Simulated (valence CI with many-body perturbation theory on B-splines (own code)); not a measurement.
Energy levels of Rh³⁰⁺

Computed by relativistic CI+MBPT: five valence electrons over a frozen Dirac-Fock core [Ne], a basis of 11 s, 11 p, 10 d, 8 f, 5 g, 2 h functions for each j, with the one-electron correlation potential Σ1 (screened to all orders), the two-electron term Σ2, the three-electron term Σ3, Breit, model QED; selected single and double excitations, second order for the rest, scaled by the run's own slope (own B-spline code, finite nucleus).

The last digits are not significant, and no measured levels were compared; by estimate large intervals hold to a few tenths of a per cent, small ones and those within an open d or f shell to about a per cent. Among the levels kept, up to 3700 cm⁻¹ of a level comes from second order outside the variational space, and about a tenth of that is noise between levels of different J, which matters for small intervals.

Levels 136 to 168 of 168, with energies above the lowest level, 3s2 3p3 4S°_3/2. "Leading %" is the weight of the configuration and term that name the level; weights of strongly mixed levels are sums over their largest components and can fall short, so below about 35 % the name and the second component can differ from the true leading terms, or belong to a minority configuration. In the jj column 3d3/2^4 stands for four electrons in 3d with j = 3/2.

```csv
No.,Configuration,Term,J,E (eV),Leading %,Leading jj,Second component,g
136,3s2 3p 3d2,2H°,11/2,333.03,95,3s^2 3p3/2 3d3/2 3d5/2 (64 %),,1.093
137,3s 3p3 3d,2D°,5/2,333.54,19,3s^2 3p3/2 3d3/2 3d5/2 (37 %),12 % 3s2 3p 3d2 2D°,1.212
138,3s2 3p 3d2,4P°,5/2,335.70,30,3s^2 3p3/2 3d5/2^2 (30 %),17 % 3s 3p3 3d 2D°,1.278
139,3s2 3p 3d2,4D°,7/2,335.79,36,3s 3p3/2^3 3d5/2 (42 %),24 % 3s 3p3 3d 2F°,1.310
140,3s2 3p 3d2,2G°,9/2,337.59,46,3s^2 3p3/2 3d5/2^2 (71 %),24 % 3s2 3p 3d2 4F°,1.153
141,3s 3p3 3d,2S°,1/2,338.25,36,3s^2 3p3/2 3d3/2 3d5/2 (47 %),31 % 3s2 3p 3d2 2S°,1.944
142,3s2 3p 3d2,4D°,3/2,339.14,20,3s 3p3/2^3 3d3/2 (32 %),19 % 3s 3p3 3d 2D°,1.136
143,3s2 3p 3d2,2G°,7/2,340.39,55,3s^2 3p3/2 3d3/2 3d5/2 (42 %),13 % 3s2 3p 3d2 2F°,1.007
144,3s2 3p 3d2,4D°,1/2,341.20,20,3s 3p3/2^3 3d3/2 (47 %),19 % 3s 3p3 3d 2P°,0.346
145,3s2 3p 3d2,4S°,3/2,341.23,34,3s^2 3p3/2 3d3/2 3d5/2 (31 %),13 % 3s2 3p 3d2 4P°,1.636
146,3s 3p2 3d2,6G,3/2,341.57,65,3s 3p1/2^2 3d3/2^2 (66 %),16 % 3s 3p2 3d2 4F,0.233
147,3s2 3p 3d2,4D°,5/2,342.08,18,3s^2 3p3/2 3d3/2 3d5/2 (39 %),13 % 3s 3p3 3d 2D°,1.169
148,3s 3p2 3d2,6G,5/2,344.27,43,3s 3p1/2^2 3d3/2^2 (50 %),9 % 3s 3p2 3d2 6F,1.057
149,3s 3p3 3d,2F°,5/2,345.67,23,3s 3p3/2^3 3d5/2 (27 %),20 % 3s 3p3 3d 2D°,1.009
150,3s2 3p 3d2,2D°,3/2,346.61,34,3s^2 3p3/2 3d3/2 3d5/2 (40 %),25 % 3s2 3p 3d2 2P°,1.037
151,3s2 3p 3d2,2F°,7/2,348.43,34,3s^2 3p3/2 3d3/2 3d5/2 (40 %),14 % 3s2 3p 3d2 2G°,1.117
152,3s2 3p 3d2,2G°,9/2,349.12,84,3s^2 3p3/2 3d3/2 3d5/2 (75 %),5 % 3s2 3p 3d2 4F°,1.115
153,3s2 3p 3d2,2P°,3/2,350.18,23,3s^2 3p3/2 3d3/2 3d5/2 (36 %),16 % 3s 3p3 3d 2D°,1.119
154,3s 3p2 3d2,6G,7/2,351.12,46,3s 3p1/2^2 3d3/2 3d5/2 (55 %),17 % 3s 3p2 3d2 6F,1.245
155,3p4 3d,4D,3/2,351.40,28,3p1/2^2 3p3/2^2 3d3/2 (57 %),10 % 3p4 3d 4P,1.103
156,3s 3p2 3d2,6D,1/2,351.62,18,3s 3p1/2^2 3d3/2^2 (36 %),14 % 3p4 3d 4P,1.902
157,3s 3p2 3d2,6G,5/2,351.77,26,3p1/2^2 3p3/2^2 3d3/2 (33 %),24 % 3p4 3d 4D,1.174
158,3s2 3p 3d2,2D°,5/2,352.12,43,3s^2 3p3/2 3d3/2 3d5/2 (40 %),18 % 3s2 3p 3d2 2F°,1.131
159,3s 3p2 3d2,6D,1/2,355.97,44,3s 3p1/2^2 3d3/2 3d5/2 (29 %),10 % 3p4 3d 4D,2.028
160,3p4 3d,4D,7/2,356.60,26,3p1/2^2 3p3/2^2 3d3/2 (28 %),16 % 3p4 3d 4F,1.247
161,3s2 3p 3d2,2P°,3/2,356.81,55,3s^2 3p3/2 3d5/2^2 (48 %),20 % 3s2 3p 3d2 2D°,1.206
162,3s2 3p 3d2,2F°,5/2,357.38,56,3s^2 3p3/2 3d3/2 3d5/2 (48 %),17 % 3s 3p3 3d 2F°,0.926
163,3s2 3p 3d2,2D°,5/2,358.95,73,3s^2 3p3/2 3d5/2^2 (51 %),9 % 3s 3p3 3d 2D°,1.193
164,3s 3p2 3d2,6G,9/2,358.96,34,3s 3p1/2^2 3d3/2 3d5/2 (33 %),21 % 3s 3p2 3d2 6F,1.322
165,3s 3p3 3d,2P°,1/2,359.15,37,3s 3p3/2^3 3d5/2 (28 %),30 % 3s2 3p 3d2 2P°,0.701
166,3s2 3p 3d2,2F°,7/2,359.29,39,3s^2 3p3/2 3d5/2^2 (59 %),34 % 3s2 3p 3d2 2G°,1.057
167,3s 3p2 3d2,6D,3/2,359.80,64,3s 3p1/2^2 3d3/2 3d5/2 (65 %),15 % 3s 3p2 3d2 4P,1.839
168,3s2 3p 3d2,2D°,3/2,360.26,36,3s 3p3/2^3 3d5/2 (29 %),25 % 3s 3p3 3d 2D°,0.960
```

Names give the largest LS component (configuration and term), which can be under half, so a name can repeat, a term be missing and a line seem to break the LS rules; names also repeat where a configuration has a term twice.
